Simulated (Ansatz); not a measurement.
HLiO, charge +1, doublet, geometry from GFN2-xTB (such geometries of metal compounds can be far from the true shape) (a state made from the parent by changing its charge; the spin is typed, not shown lowest); Ansatz (a quantum-chemistry and plane-wave program) with PBE0/pc-1.

Here is a job for Ansatz.
Ansatz 0.2 input:
```yaml
crystal:
  periodic: [false, false, false]
  atoms:
    - {symbol: Li, position_ang: [-0.00000000, -0.00000000, -1.42494255]}
    - {symbol: O, position_ang: [0.00000000, 0.00000000, 0.36662930]}
    - {symbol: H, position_ang: [0.00000000, 0.00000000, 1.34179325]}
basis:
  gaussian:
    orbitals: pc-1.json
hamiltonian:
  xc: pbe0
total_charge: 1
magnetization: {spin_polarized: true, initial_magnetization: 1}
```
The basis file holds pc-1 in the JSON format of the Basis Set Exchange.

**Question.** Write the output that Ansatz gives for this input, abridged.

**Answer.** 
```
Functional definition: PBE0
324 factors; integrals over basis functions are off by at most 6.6e-4 eV
mean field evaluation 1: about -2247.4616 eV, gradient 5.0e1 eV
mean field evaluation 2: about -2243.7618 eV, gradient 5.9e1 eV
mean field evaluation 4: about -2256.7964 eV, gradient 1.1e-1 eV
mean field evaluation 8: about -2256.7959 eV, gradient 1.3e-3 eV
mean field -2256.79593780 eV, -82.9357210028 hartree, gradient 1.2e-5 eV, S^2 0.752217; 0 other end points of the search recorded, 0 dependent functions left out
reference -2256.79595768 eV, -82.9357217333 hartree; 6, 5 occupied and 22, 23 virtual orbitals, 324 factors
Total energy: -2256.79595768 eV, -82.9357217333 hartree
```
